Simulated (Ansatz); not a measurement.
H$_{3}$S (SMILES [SH3+]), charge +1, singlet, at a GFN2-xTB geometry; B3LYP/aug-cc-pVDZ in Ansatz (an electronic-structure program).

Here is a job for Ansatz.
Ansatz 0.2 input:
```yaml
crystal:
  periodic: [false, false, false]
  atoms:
    - {symbol: S, position_ang: [0.00815214, -0.00667796, 0.11475350]}
    - {symbol: H, position_ang: [-0.52580220, 1.06636048, -0.51777110]}
    - {symbol: H, position_ang: [1.09132467, -0.05802782, -0.69808507]}
    - {symbol: H, position_ang: [-0.69595671, -0.90148537, -0.62019990]}
basis:
  gaussian:
    orbitals: aug-cc-pVDZ
    point_charges:
      - {charge: 1.0, position_ang: [-0.2071, 3.6181, 1.6516]}
hamiltonian:
  xc: b3lyp
total_charge: 1
```

What the program printed (banner, timings and long lists left out):

```
Functional definition: B3LYP
554 factors; their error is unknown
mean field evaluation 1: about -10870.7203 eV, gradient 2.6e1 eV
mean field evaluation 2: about -10871.3519 eV, gradient 2.2e1 eV
mean field evaluation 4: about -10872.5981 eV, gradient 3.4e-1 eV
mean field evaluation 8: about -10872.6649 eV, gradient 5.1e-3 eV
mean field -10872.66494073 eV, -399.5630668149 hartree, gradient 2.6e-5 eV, S^2 0.000000; 0 other end points of the search recorded, 0 dependent functions left out
reference -10872.66513730 eV, -399.5630740385 hartree; 9, 9 occupied and 45, 45 virtual orbitals, 554 factors
Total energy: -10872.66513730 eV, -399.5630740385 hartree
```
